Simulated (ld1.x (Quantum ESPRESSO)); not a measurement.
# Li, RRKJ: configuration errors across variants

Li (Z = 3), norm-conserving RRKJ (Kleinman–Bylander form), made with ld1.x (Quantum ESPRESSO) 7.5 (PBE, scalar-relativistic). Core [He], reference 2s0.75 2p0.25. Waves: 2p (bound): rc 4.20 bohr; 2s (bound): rc 3.00 bohr. Local part: the s channel. Core correction: Bessel-smoothed model core inside 1.85 bohr. rho0 = 0.01.

All-electron excitation energies from the reference (eV): (1) 2s1 2p0 -0.446; (2) 2s0.5 2p0 1.602; (3) 2s0 2p1 1.341.

2 further variants failed, have other tests or too few solved ones, and are left out.

Errors AE − PS in meV (a dash: test not solved or not reliable):

| change | (1) | (2) | (3) | bound ghosts |
| --- | --- | --- | --- | --- |
| base | -0.5 | +2.8 | -5.6 | none |
| core correction Bessel-smoothed model core inside 1.40 bohr | -0.6 | +2.0 | -6.3 | none |
| wave 2p (bound): rc 4.20 bohr becomes 2p (bound): rc 5.04 bohr | -1.0 | +4.7 | -11 | none |
| all radii but the core radius scaled by about 0.96 (s 2.88, p 4.02 bohr) | -0.4 | +2.7 | -4.6 | none |

Give the same row for: wave 2s (bound): rc 3.00 bohr becomes 2s (bound): rc 2.90 bohr.

-0.5, +2.8, -5.4; bound ghosts: none.
